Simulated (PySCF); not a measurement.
Compound: C₄H₈N₂Si.
Bonds: C1–C2, C2–C3 (aromatic), C3–C4 (aromatic), C4–N5 (aromatic), N5–Si6, N5–N7 (aromatic), C2–N7 (aromatic). Hydrogens: H8, H9, H10 on C1; H11 on C3; H12 on C4; H13, H14, H15 on Si6.

Definitions: NICS(0) = −σiso at the ring centroid; NICS(1) = −σiso and NICS(1)zz = −σzz at ±1 Å along the ring normal z. Level: GIAO PBE0/pcSseg-1 (PySCF, non-relativistic, gas phase) on the GFN2-xTB geometry, one conformer.

Ring bond lengths (Å), with Mayer bond orders in brackets: C2–C3 1.414 (1.25), C3–C4 1.367 (1.51), C4–N5 1.355 (1.13), N5–N7 1.346 (1.16), N7–C2 1.316 (1.51).

Q: What do the NICS probes read (ppm)?

A: 
```
          ring                                                 type  NICS(0)  NICS(1), two faces  NICS(1)zz, two faces  rms pucker (Å)  centre to ring atoms, mean (Å)
C2–C3–C4–N5–N7  5-membered ring with 2 N; formal bonds all aromatic    -12.3       -11.7 / -11.7         -29.9 / -30.0            0.00                            1.16
```

Q: What can be read from them?

A: 
- C2–C3–C4–N5–N7: mean NICS(1)zz -29.9 ppm, shielded, aromatic by this magnetic criterion (flat ring, no four-coordinate atom).

Q: And the bond-length index? HOMA = 1 − mean of α(R − Ropt)² over the ring bonds, with Krygowski's 1993 parameters (CC: Ropt 1.388 Å, α 257.7 Å⁻²; CN: Ropt 1.334 Å, α 93.52 Å⁻²; NN: Ropt 1.309 Å, α 130.33 Å⁻²).

A: 
- C2–C3–C4–N5–N7: HOMA 0.89; the largest term is that of N5–N7, α(R − Ropt)² = 0.18. The geometric and the magnetic index point the same way.

Q: Give the inner angles of the rings and the Hirshfeld charges of the ring atoms.

A: 
- C2–C3–C4–N5–N7: C2 110.2° (+0.035 e), C3 104.7° (-0.107 e), C4 107.8° (-0.024 e), N5 110.3° (-0.065 e), N7 107.1° (-0.154 e); sum 540.0° against 540° for a flat convex ring.

The run took 13 s wall on an x86-64 server with one thread, no GPU, on a shared host. This is the whole shielding run at PBE0/pcSseg-1, SCF included.
